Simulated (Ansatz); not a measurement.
Compare A (`C[Si](C)(C)F`) with its isomer B (`CC([SiH3])CF`).

Isolated molecules relaxed with PBE0-D4/def2-TZVP in Ansatz; ΔE leaves out vibrations. CCSD(T)/CBS adds triple-zeta CCSD(T) − MP2 to the extrapolated MP2 energy (def2 sets, frozen cores). Functionals use def2-TZVPP. B3LYP here is the variant with VWN-RPA as its local correlation; programs differ in this. One conformer a species, not always the lowest.

A:

Z-matrix (Å, degrees):
```
C
Si 1 1.860
H 1 1.093 2 111.1
H 1 1.093 2 111.1 3 -120.2
H 1 1.094 2 110.8 3 119.9
C 2 1.860 1 111.6 3 177.3
C 2 1.860 1 111.6 3 -57.1
F 2 1.613 1 107.2 3 60.1
H 6 1.093 2 111.1 1 -177.3
H 6 1.093 2 111.1 1 -57.1
H 6 1.094 2 110.8 1 62.8
H 7 1.094 2 110.8 1 -62.9
H 7 1.093 2 111.1 1 177.2
H 7 1.093 2 111.1 1 57.0
```

B:

```xyz
14

C    -0.909   -1.188    0.301
C    -0.334    0.095   -0.295
Si    1.480   -0.125   -0.790
C    -0.530    1.283    0.618
F     0.269    1.163    1.749
H    -0.776   -2.040   -0.370
H    -0.418   -1.430    1.247
H    -1.980   -1.085    0.498
H    -0.868    0.332   -1.226
H     2.286   -0.673    0.330
H     1.548   -1.081   -1.929
H     2.056    1.177   -1.225
H    -1.567    1.352    0.966
H    -0.257    2.220    0.124
```

(1) Which isomer does CCSD(T)/CBS put lower? Give the gap. (Best estimate.)

(2) Give E(B) − E(A) in kcal/mol with B2PLYP, CCSD(T)/def2-TZVPP, PBE-D4, HF/def2-TZVPP, B3LYP, ωB97M-V, CCSD/def2-TZVPP. (Best estimate.)

(3) Does the order hold for the free energy at 298.15 K (harmonic terms from PBE0-D4)? (Estimate.)

Largest T1 diagnostic: 0.011.

Answers

(1) Computed: A, by 79.5 kcal/mol.

(2) Computed: B2PLYP 79.2, CCSD(T)/def2-TZVPP 77.6, PBE-D4 75.8, HF/def2-TZVPP 77.6, B3LYP 78.2, ωB97M-V 79.1, CCSD/def2-TZVPP 78.0. None reverses the order clearly.

(3) The calculation gave: Yes: G(B) − G(A) = +78.0 kcal/mol, for one conformer each.

At CCSD(T), def2-SVP lies −13.5 kcal/mol from the extrapolated value and def2-TZVPP −1.9 kcal/mol. From BLYP to BHLYP (50 % exact exchange), in def2-TZVPP and without D4, E(B) − E(A) moves by +2.2 kcal/mol.
